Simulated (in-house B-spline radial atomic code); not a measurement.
A fraction x of an electron is removed from 2s in the carbon ion C³⁺, starting from [He] 2s1 and keeping the highest spin. Method: scalar-relativistic (X2C) PBE, spin-polarised, spherical fractional occupations, Fermi nucleus of rms radius 2.4702 fm. Calculated with an all-electron radial atomic-structure program (B-spline basis).

| x | E(x) - E(0) (eV) | 2s up level (eV) |
| --- | --- | --- |
| 0 | 0.0000 | -57.712 |
| 0.12 | 7.0354 | -59.541 |
| 0.19 | 11.2402 | -60.597 |
| 0.29 | 17.3747 | -62.089 |
| 0.39 | 23.6572 | -63.555 |
| 0.5 | 30.7353 | -65.131 |
| 0.62 | 38.6514 | -66.794 |
| 0.73 | 46.0800 | -68.262 |
| 0.8 | 50.8902 | -69.170 |
| 0.95 | 61.4064 | -70.955 |
| 1 | 64.9492 | - |

The exact functional would give a straight line between the two integer points. Deviations E(x) - E(0) - x[E(1) - E(0)], in eV: -0.759 at x = 0.12, -1.1 at x = 0.19, -1.461 at x = 0.29, -1.673 at x = 0.39, -1.739 at x = 0.5, -1.617 at x = 0.62, -1.333 at x = 0.73, -1.069 at x = 0.8, -0.295 at x = 0.95.

The curve lies below the straight line by up to 1.739 eV (at x = 0.5): convex, the delocalisation error that favours fractional charges.

(1) How well does Slater's transition state (minus the level at half occupation) give the ionisation energy?

## Answers

(1) It gives 65.131 eV against 64.949 eV from the two total energies; NIST lists 64.49 eV, ground level to ground level.
